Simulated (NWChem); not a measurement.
System: CH5Cl2NSi; SMILES CN[SiH](Cl)Cl

The following NWChem deck was run.

```
start job
memory heap 200 mb stack 900 mb global 1100 mb
geometry units angstroms noautosym nocenter noautoz
  Si     0.025466     0.138015    -0.380176
  Cl    -0.536934     2.128847    -0.275451
  Cl     1.680529    -0.116886     0.870885
  N     -1.352879    -0.788529     0.060887
  C     -1.412439    -2.240161    -0.033260
  H      0.479248    -0.234008    -1.752084
  H     -1.973386    -0.379930     0.765511
  H     -1.026520    -2.766429     0.870150
  H     -2.452888    -2.583589    -0.213742
  H     -0.806893    -2.584650    -0.897101
end
basis spherical
  * library def2-svp
end
dft
  xc pbe0
  iterations 150
end
cosmo
  do_cosmo_smd true
  solvent dmso
end
task dft energy
```

Parts of the log:

```
             Northwest Computational Chemistry Package (NWChem) 7.3.0
             --------------------------------------------------------

                             Geometry "geometry" -> ""
                             -------------------------

 Output coordinates in angstroms (scale by  1.889725989 to convert to a.u.)

  No.       Tag          Charge          X              Y              Z
 ---- ---------------- ---------- -------------- -------------- --------------
    1 Si                  14.0000     0.02546600     0.13801500    -0.38017600
    2 Cl                  17.0000    -0.53693400     2.12884700    -0.27545100
    3 Cl                  17.0000     1.68052900    -0.11688600     0.87088500
    4 N                    7.0000    -1.35287900    -0.78852900     0.06088700
    5 C                    6.0000    -1.41243900    -2.24016100    -0.03326000
    6 H                    1.0000     0.47924800    -0.23400800    -1.75208400
    7 H                    1.0000    -1.97338600    -0.37993000     0.76551100
    8 H                    1.0000    -1.02652000    -2.76642900     0.87015000
    9 H                    1.0000    -2.45288800    -2.58358900    -0.21374200
   10 H                    1.0000    -0.80689300    -2.58465000    -0.89710100

 Effective nuclear repulsion energy (a.u.)     356.0115243049

                                 NWChem DFT Module
                                 -----------------

 Summary of "ao basis" -> "ao basis" (spherical)
 ------------------------------------------------------------------------------
       Tag                 Description            Shells   Functions and Types
 ---------------- ------------------------------  ------  ---------------------
 Si                         def2-svp                 8       18   4s3p1d
 Cl                         def2-svp                 8       18   4s3p1d
 N                          def2-svp                 6       14   3s2p1d
 C                          def2-svp                 6       14   3s2p1d
 H                          def2-svp                 3        5   2s1p

 in cosmo_initialize ...
 calling solv_data for solv:dmso

 solvent parameters
 solvname_short: dmso
 solvname_long:  dimethylsulfoxide
 dielec:       46.8260
 dielecinf:     2.0079
 nonaqueous SMD model solvent descriptors
 dielec:       46.8260
 sola:          0.0000
 solb:          0.8800
 solc:          0.0000
 solg:         61.7800
 solh:          0.0000
 soln:          1.4170

          ---------------
          -cosmo- solvent
          ---------------
 Cosmo: York-Karplus, doi: 10.1021/jp992097l
 dielectric constant -eps-     =  46.83
 screen = (eps-1)/(eps    )    =   0.97864
 surface charge correction     = lagrangian

   van der Waals surface
 --------------------------

 ---------- ATOMIC COORDINATES (A.U.) ------------ VDWR(ANG.) --
     1    0.04812376    0.26081053   -0.71842847     2.470
     2   -1.01465813    4.02293750   -0.52052691     2.380
     3    3.17573933   -0.22088251    1.64573402     2.380
     4   -2.55657061   -1.49010374    0.11505975     1.890
     5   -2.66912269   -4.23329046   -0.06285229     1.850
     6    0.90564740   -0.44221100   -3.31095867     1.200
     7   -3.72915881   -0.71796359    1.44660603     1.200
     8   -1.93984152   -5.22779278    1.64434507     1.200
     9   -4.63528620   -4.88227528   -0.40391381     1.200
    10   -1.52480667   -4.88428028   -1.69527507     1.200
 number of segments per atom =        128
 number of   points per atom =        128
 atom (   nspa,  nppa )
 ----------------------
    1 (     45,     0 )       0
    2 (     91,     0 )       0
    3 (     90,     0 )       0
    4 (     35,     0 )       0
    5 (     55,     0 )       0
    6 (     34,     0 )       0
    7 (     45,     0 )       0
    8 (     56,     0 )       0
    9 (     56,     0 )       0
   10 (     50,     0 )       0
 number of -cosmo- surface points =      557
 molecular surface =    166.960 angstrom**2
 molecular volume  =    160.961 angstrom**3
 -lineq- algorithm             =   0
 -bem- low  level              =   3
 -bem- from -octahedral-
 gaussian surface charge width =   4.50000
 degree of switching           =   1.00000
 switching function tolerance  =   0.00010
 atomic radii =
 --------------
    1 14.000  2.470
    2 17.000  2.380
    3 17.000  2.380
    4  7.000  1.890
    5  6.000  1.850
    6  1.000  1.200
    7  1.000  1.200
    8  1.000  1.200
    9  1.000  1.200
   10  1.000  1.200
 ...... end of -cosmo- initialization ......

 nat:                    10
 ixmem:                  5529
 calling mnsol_interface()
 G(SMD-CDS) energy (kcal/mol)  =     0.023
 SMD-CDS SASA (angstrom**2)    =   169.126

            General Information
            -------------------
          SCF calculation type: DFT
          Wavefunction type:  closed shell.
          No. of atoms     :    10
          No. of electrons :    66
           Alpha electrons :    33
            Beta electrons :    33
          Charge           :     0
          Spin multiplicity:     1
          Use of symmetry is: off; symmetry adaption is: off
          Maximum number of iterations: 150
          AO basis - number of functions:   107
                     number of shells:    51
          Convergence on energy requested:  1.00D-06
          Convergence on density requested:  1.00D-05
          Convergence on gradient requested:  5.00D-04

              XC Information
              --------------
                         PBE0 Method XC Functional
                     Hartree-Fock (Exact) Exchange  0.250
          PerdewBurkeErnzerhof Exchange Functional  0.750
            Perdew 1991 LDA Correlation Functional  1.000 local
           PerdewBurkeErnz. Correlation Functional  1.000 non-local

             Grid Information
             ----------------
          Grid used for XC integration:  medium
          Radial quadrature: Mura-Knowles
          Angular quadrature: Lebedev.
          Tag              B.-S. Rad. Rad. Pts. Rad. Cut. Ang. Pts.
          ---              ---------- --------- --------- ---------
          Si                  1.10       88          10.0       590
          Cl                  1.00       88          12.0       590
          N                   0.65       49           8.0       434
          C                   0.70       49          11.0       434
          H                   0.35       45          12.0       434
          Grid pruning is: on
          Number of quadrature shells:   587
          Spatial weights used:  Erf1

      Superposition of Atomic Density Guess
      -------------------------------------

 Sum of atomic energies:       -1301.75096989

      Non-variational initial energy
      ------------------------------

 Total energy =   -1303.722609
 1-e energy   =   -2506.491517
 2-e energy   =     846.757383
 HOMO         =      -0.303519
 LUMO         =       0.082833

   convergence    iter        energy       DeltaE   RMS-Dens  Diis-err
 ---------------- ----- ----------------- --------- --------- ---------
     COSMO gas phase
 d= 0,ls=0.0,diis     1  -1304.8306760715 -1.66D+03  1.02D-02  5.48D-01
 d= 0,ls=0.0,diis     2  -1304.8369337285 -6.26D-03  5.85D-03  4.39D-01
 d= 0,ls=0.0,diis     3  -1304.8939492264 -5.70D-02  1.08D-03  2.39D-02
 d= 0,ls=0.0,diis     4  -1304.8966912836 -2.74D-03  3.30D-04  1.82D-03
 d= 0,ls=0.0,diis     5  -1304.8969145514 -2.23D-04  6.89D-05  7.97D-05
  Resetting Diis
 d= 0,ls=0.0,diis     6  -1304.8969235723 -9.02D-06  1.46D-05  3.32D-06
 d= 0,ls=0.0,diis     7  -1304.8969239373 -3.65D-07  7.31D-06  3.31D-07

   convergence    iter        energy       DeltaE   RMS-Dens  Diis-err
 ---------------- ----- ----------------- --------- --------- ---------
     COSMO solvation phase
 d= 0,ls=0.0,diis     1  -1304.9025596108 -5.64D-03  1.01D-03  1.77D-03
 d= 0,ls=0.0,diis     2  -1304.9031694949 -6.10D-04  2.47D-04  3.65D-04
 d= 0,ls=0.0,diis     3  -1304.9032105024 -4.10D-05  1.00D-04  8.83D-05
 d= 0,ls=0.0,diis     4  -1304.9032224443 -1.19D-05  2.62D-05  8.80D-06
 d= 0,ls=0.0,diis     5  -1304.9032235339 -1.09D-06  7.06D-06  8.53D-07
 d= 0,ls=0.0,diis     6  -1304.9032236171 -8.32D-08  2.24D-06  1.13D-07

         Total DFT energy =    -1304.903223617145
      One electron energy =    -2509.711858608723
           Coulomb energy =      940.004657159262
    Exchange-Corr. energy =      -91.150201026344
 Nuclear repulsion energy =      356.011524304945

             COSMO energy =       -0.057345446285

 Numeric. integr. density =       66.000006305634

                                COSMO-SMD solvation results
                                ---------------------------

             internal energy in gas <Psi(g)|H|Psi(g)> =     -1304.896923937339
         internal energy in solvent <Psi(s)|H|Psi(s)> =     -1304.896154618483
                               delta internal energy  =         0.000769318856 (    0.48 kcal/mol)
   total free energy in solvent <Psi(s)|H+V/2|Psi(s)> =     -1304.903259927246
 polarization energy contribution <Psi(s)|V/2|Psi(s)> =        -0.007105308763 (   -4.46 kcal/mol)
    total free energy in solvent including G(SMD-CDS) =     -1304.903223617145
                       G(SMD-CDS) energy contribution =         0.000036310101 (    0.02 kcal/mol)
     1 M fixed-concentration free energy of solvation =        -0.006299679806 (   -3.95 kcal/mol)

                       DFT Final Molecular Orbital Analysis
                       ------------------------------------

 Vector   31  Occ=2.000000D+00  E=-3.330409D-01
              MO Center=  5.5D-01,  7.3D-01,  1.6D-01, r^2= 4.2D+00
   Bfn.  Coefficient  Atom+Function         Bfn.  Coefficient  Atom+Function
  ----- ------------  ---------------      ----- ------------  ---------------
    48      0.385468   3 Cl py               31     -0.347835   2 Cl pz
    45      0.285203   3 Cl py               28     -0.258925   2 Cl pz
    49     -0.238608   3 Cl pz               29     -0.236794   2 Cl px
    26     -0.174072   2 Cl px               46     -0.172139   3 Cl pz
    42      0.165823   3 Cl py               25     -0.150068   2 Cl pz

 Vector   32  Occ=2.000000D+00  E=-3.295866D-01
              MO Center=  9.1D-01,  2.1D-01,  2.5D-01, r^2= 3.8D+00
   Bfn.  Coefficient  Atom+Function         Bfn.  Coefficient  Atom+Function
  ----- ------------  ---------------      ----- ------------  ---------------
    49      0.377621   3 Cl pz               48      0.286594   3 Cl py
    46      0.276127   3 Cl pz               29     -0.268166   2 Cl px
    47     -0.218492   3 Cl px               45      0.208960   3 Cl py
    26     -0.200794   2 Cl px               83      0.198413   6 H  s
    43      0.160730   3 Cl pz               44     -0.159794   3 Cl px

 Vector   33  Occ=2.000000D+00  E=-2.613813D-01
              MO Center= -1.1D+00, -9.6D-01,  8.3D-02, r^2= 2.5D+00
   Bfn.  Coefficient  Atom+Function         Bfn.  Coefficient  Atom+Function
  ----- ------------  ---------------      ----- ------------  ---------------
    60      0.405413   4 N  pz               63     -0.339000   4 N  pz
    58      0.291493   4 N  px               61     -0.256691   4 N  px
    93      0.202616   8 H  s                47     -0.188055   3 Cl px
    98     -0.142490   9 H  s                94      0.136278   8 H  s
    44     -0.122996   3 Cl px               74      0.123148   5 C  pz

 Vector   34  Occ=0.000000D+00  E= 2.739331D-02
              MO Center=  1.4D-01,  3.6D-01, -3.4D-01, r^2= 4.2D+00
   Bfn.  Coefficient  Atom+Function         Bfn.  Coefficient  Atom+Function
  ----- ------------  ---------------      ----- ------------  ---------------
    12      0.825900   1 Si py                3      0.595038   1 Si s
    71      0.595915   5 C  s                30      0.509009   2 Cl py
    22     -0.474699   2 Cl s                 4      0.373505   1 Si s
     9      0.311129   1 Si py              104     -0.290341  10 H  s
    99     -0.274533   9 H  s                29     -0.264912   2 Cl px

 Vector   35  Occ=0.000000D+00  E= 4.876508D-02
              MO Center=  1.1D-01, -4.2D-01, -1.1D-01, r^2= 4.3D+00
   Bfn.  Coefficient  Atom+Function         Bfn.  Coefficient  Atom+Function
  ----- ------------  ---------------      ----- ------------  ---------------
    12     -0.588188   1 Si py               11      0.555398   1 Si px
    71     -0.537061   5 C  s                 4      0.504539   1 Si s
     3      0.499585   1 Si s                40     -0.452330   3 Cl s
    47      0.437605   3 Cl px               84     -0.421402   6 H  s
    57     -0.403396   4 N  s                89      0.357951   7 H  s

 Vector   36  Occ=0.000000D+00  E= 6.973747D-02
              MO Center= -5.0D-01,  1.2D-01, -1.8D-01, r^2= 4.4D+00
   Bfn.  Coefficient  Atom+Function         Bfn.  Coefficient  Atom+Function
  ----- ------------  ---------------      ----- ------------  ---------------
    57      1.177484   4 N  s                11      1.124265   1 Si px
     4     -0.501834   1 Si s                30     -0.354068   2 Cl py
    13     -0.348518   1 Si pz               76     -0.329213   5 C  py
    89     -0.303447   7 H  s                84     -0.283962   6 H  s
    22      0.273935   2 Cl s               104     -0.259777  10 H  s

     Multipole analysis of the density
     ---------------------------------

     L   x y z        total         alpha         beta         nuclear
     -   - - -        -----         -----         ----         -------
     0   0 0 0     -0.000000    -33.000000    -33.000000     66.000000

     1   1 0 0     -0.802949      3.309557      3.309557     -7.422063
     1   0 1 0     -0.937969     -8.619630     -8.619630     16.301290
     1   0 0 1     -0.043568     -3.611599     -3.611599      7.179630

     2   2 0 0    -37.790647   -178.786967   -178.786967    319.783286
     2   1 1 0      1.845986    -26.985331    -26.985331     55.816647
     2   1 0 1     -2.656973    -45.911256    -45.911256     89.165540
     2   0 2 0    -37.514273   -256.612720   -256.612720    475.711167
     2   0 1 1      0.384206     21.154124     21.154124    -41.924042
     2   0 0 2    -37.815237    -57.301631    -57.301631     76.788025
```

Level: PBE0/def2-SVP, SMD on the gas-phase geometry. The geometry was optimised at PBE-D3(BJ)/def2-SVP. Solvent: dimethyl sulfoxide.
